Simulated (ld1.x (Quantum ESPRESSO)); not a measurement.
**Configuration tests for Ni (PAW)**

```json
{
  "Element": "nickel (Ni)",
  "Generator": "ld1.x (Quantum ESPRESSO) 7.5",
  "Type": "PAW",
  "Functional": "BLYP",
  "Relativity": "scalar-relativistic",
  "Frozen core": "[Ne]",
  "Valence charge": "18",
  "Reference configuration": "3s2 3p6 3d8 4s2 4p0",
  "Partial waves": "3s (bound): rcut 1.00, rcutus 1.05 bohr; 4s (bound): rcut 1.00, rcutus 1.05 bohr; 3p (bound): rcut 1.10, rcutus 1.30 bohr; 4p (bound, empty): rcut 1.10, rcutus 1.30 bohr; 3d (bound): rcut 0.70, rcutus 0.85 bohr; 3d channel at 0.4 Ry: rcut 0.70, rcutus 0.85 bohr",
  "Local potential": "all-electron potential smoothed inside 0.90 bohr (lloc = -2)",
  "Core correction": "Bessel-smoothed model core, default radius (core density twice the valence density)",
  "Augmentation charge": "PSQ, inside the norm-conserving radii"
}
```

Energies are relative to the spin-unpolarised reference configuration 3s2 3p6 3d8 4s2 4p0; without spin polarisation the order of configurations can differ from experiment. Not all tests gave a result: test run stopped at test 5 of 7 (negative rho).

| valence configuration | charge | ΔE all-electron (eV) | error AE − PS (meV) |
| --- | --- | --- | --- |
| 3s2 3p6 3d8 4s1 4p0 | +1 | 9.349 | -0.7 |
| 3s2 3p6 3d8 4s0 4p0 | +2 | 26.898 | -2.5 |

Q: What are ΔE and the potential's error for 3s2 3p6 3d7 4s0 4p0?

A: ΔE = 64.372 eV all-electron; the error (AE − PS) is +1009 meV.

Q: What are ΔE and the potential's error for 3s2 3p6 3d8 4s1 4p1?

A: ΔE = 4.614 eV all-electron; the error (AE − PS) is -0.1 meV.

Levels in the configuration 3s2 3p6 3d8 4s0 4p0:

```csv
level,all-electron (eV),pseudo (eV)
3s,-130.586,-130.579
3p,-91.019,-91.013
3d,-28.393,-28.388
```
